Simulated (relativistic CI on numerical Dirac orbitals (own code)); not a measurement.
**Transition arrays of Ag²⁷⁺**

Method of calculation: Dirac-Coulomb-Breit CI, orbitals from a KLI potential per configuration, model QED, valence Slater integrals scaled by 0.9, whole transition arrays (own radial code, finite nucleus).

Configuration list (outside the closed core [Ne] 3s2): 3p6.3d2, 3p6.3d.4f, 3p5.3d3, 3p6.3d.4p, 3p6.3d.5f. Levels of other configurations are missing.

All E1 lines from the levels of 3p6.3d2; mean and standard deviation are weighted by gf, and upper levels are sorted by their leading configuration.

| Upper configuration | Lines | Σgf | Mean (eV) | Mean (nm) | σ (eV) | Strongest line (nm) |
| --- | --- | --- | --- | --- | --- | --- |
| 3p6.3d.4f | 81 | 77.8 | 762.21 | 1.627 | 5.53 | 1.625 |
| 3p5.3d3 | 466 | 60.8 | 204.08 | 6.075 | 17.58 | 5.784 |
| 3p6.3d.4p | 60 | 2.9 | 633.93 | 1.956 | 5.23 | 1.952 |
| 3p6.3d.5f | 81 | 19.1 | 1012.03 | 1.225 | 5.75 | 1.227 |

Σgf per state of the lower configuration in bins of 0.2 nm over the central range (centre: value): 1.3: 0.43, 1.7: 1.72, 1.9: 0.06, 5.5: 0.12, 5.7: 0.50, 5.9: 0.17, 6.1: 0.10, 6.3: 0.11, 6.5: 0.09, 6.7: 0.05, 6.9: 0.03, 7.1: 0.05, 7.3: 0.07.

(1) How do configuration mixing and the scaling of the Slater integrals move the arrays?

Results:

(1) Slater scale 0.9, no configuration mixing: 3p6.3d.4f 762.0 ± 5.5 eV (Σgf 73.8), 3p5.3d3 204.1 ± 17.5 eV (Σgf 62.3), 3p6.3d.4p 634.0 ± 5.1 eV (Σgf 3.1), 3p6.3d.5f 1011.9 ± 5.7 eV (Σgf 16.6); Slater scale 1: 3p6.3d.4f 762.6 ± 5.9 eV (Σgf 78.3), 3p5.3d3 207.5 ± 18.2 eV (Σgf 61.6), 3p6.3d.4p 633.9 ± 5.6 eV (Σgf 2.9), 3p6.3d.5f 1012.2 ± 6.1 eV (Σgf 19.3); Slater scale 0.8: 3p6.3d.4f 761.8 ± 5.2 eV (Σgf 77.2), 3p5.3d3 200.7 ± 17.0 eV (Σgf 60.0), 3p6.3d.4p 633.9 ± 4.9 eV (Σgf 3.0), 3p6.3d.5f 1011.9 ± 5.4 eV (Σgf 19.0). With mixing, levels are counted to their leading configuration, so an array can shrink or vanish into another, and the sums then hold other lines.
